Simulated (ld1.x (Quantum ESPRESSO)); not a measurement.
Cutoff test, hafnium, TM

Hf (Z = 72), norm-conserving Troullier–Martins (Kleinman–Bylander form), made with ld1.x (Quantum ESPRESSO) 7.5 (PBE, scalar-relativistic). Core [Xe] 4f14, reference 5d2 6s1 6p1. Waves: 6p (bound): rc 3.75 bohr; 5d (bound): rc 2.75 bohr; 6s (bound): rc 3.00 bohr. Local part: the s channel. Core correction: a·sin(br)/r model core, default radius (core density twice the valence density).

The pseudo-atom Hamiltonian at the reference potential is diagonalised in spherical Bessel functions j_l(qr) that vanish at 20 bohr, with q² up to the cutoff. All-electron valence levels (Ry): 6p -0.1516, 5d -0.2850, 6s -0.4411.

Problem. How do the lowest levels (Ry) of each channel move with the cutoff, and are there ghosts?

Solution.

| cutoff (Ry) | p #1 | d #1 | s #1 | s #2 | f #1 | f #2 | Σ f·Δε (mRy) |
| --- | --- | --- | --- | --- | --- | --- | --- |
| 8 | -0.1515 | -0.1042 | -0.4382 | -0.0292 | 0.0839 | 0.1971 | 364.6 |
| 12 | -0.1515 | -0.2208 | -0.4405 | -0.0295 | 0.0839 | 0.1971 | 129.1 |
| 15 | -0.1516 | -0.2573 | -0.4409 | -0.0295 | 0.0839 | 0.1971 | 55.5 |
| 21 | -0.1516 | -0.2839 | -0.4410 | -0.0295 | 0.0839 | 0.1971 | 2.4 |
| 25 | -0.1516 | -0.2848 | -0.4410 | -0.0295 | 0.0839 | 0.1971 | 0.4 |
| 35 | -0.1516 | -0.2850 | -0.4411 | -0.0295 | 0.0839 | 0.1971 | 0.1 |
| 400 | -0.1516 | -0.2850 | -0.4411 | -0.0295 | 0.0839 | 0.1971 | 0.0 |

Result: no extra level below or beside the all-electron valence levels (p, d, s, f tested); 10 mRy is reached at 21 Ry and 1 mRy at 25 Ry.
